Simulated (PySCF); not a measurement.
SMILES C(C)(=O)OC(C)[CH2], doublet (GFN2-xTB optimised geometry):

```
16

C      0.460     2.142     2.618
C     -0.167     1.592     1.412
C     -1.696     1.626     1.450
O      0.285     0.229     1.240
C      0.534    -0.189     0.000
C      1.011    -1.619     0.000
O      0.413     0.497    -0.982
H      1.448     1.833     2.893
H     -0.080     2.815     3.251
H      0.164     2.133     0.501
H     -2.059     1.032     2.285
H     -2.034     2.652     1.566
H     -2.099     1.223     0.525
H      2.099    -1.619     0.000
H      0.657    -2.133     0.888
H      0.667    -2.117    -0.901
```

Computed with PySCF with unrestricted CAM-B3LYP/def2-TZVP.

Task: What are the frontier orbital energies (α orbitals alone; a β orbital can be the lowest empty one) and the dipole moment?

Result: HOMO-2 -10.25 eV, HOMO-1 -9.55 eV, HOMO -7.70 eV, LUMO 1.62 eV, LUMO+1 2.04 eV; dipole moment 1.87 D.

On the same geometry unrestricted PBE/def2-TZVP (PySCF 2.14.0) gives HOMO-2 -7.33 eV, HOMO-1 -6.42 eV, HOMO -4.93 eV, LUMO -0.75 eV, LUMO+1 0.52 eV; dipole moment 1.71 D.

Meta-Löwdin charges at CAM-B3LYP/def2-TZVP: C1 -0.26, C2 0.13, C3 -0.34, O4 -0.36, C5 0.54, C6 -0.38, O7 -0.48, H8 0.13, H9 0.13, H10 0.13, H11 0.11, H12 0.12, H13 0.12, H14 0.14, H15 0.13, H16 0.14.
